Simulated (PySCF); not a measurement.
## Heteronuclear NMR

Mapped SMILES: `[CH2:1]=[C:2]([CH3:3])[C:4]1=[CH:5][SiH2:6][C@H:7]2[CH2:8][C@@H:9]1[CH2:10]2` (H(Xn): hydrogen on atom n). Ha(C1) is cis to C3; Ha(C8), Ha(C10) are cis to C4 on the ring; Hb(C1) is trans to C3; Hb(C8), Hb(C10) are trans to C4 on the ring.

PySCF calculation with NMR shieldings at PBE0/pcSseg-1/GIAO and geometry: GFN2-xTB; rapidly exchanging positions averaged, no solvent, non-relativistic, a single conformation.

Question: What are the ²⁹Si shifts?

Answer: 
```json
{"atoms": "Si6", "environment": "silicon bonded to 2 C, 2 H, in a 6-membered ring", "σ (ppm)": "394.0", "δ (ppm)": "-43.9"}
```

Shieldings were converted by a linear fit to measured shifts: ²⁹Si (scatter 8.9 ppm rms, 25.8 ppm with the 6 outliers that the fit left out vs TMS, solution or neat liquid). Occasional misses reach two or three times the rms, and more in compound classes unlike the fitted ones.

On a 500 MHz spectrometer ²⁹Si resonates near 99.3 MHz, so 1 ppm is 99.3 Hz.
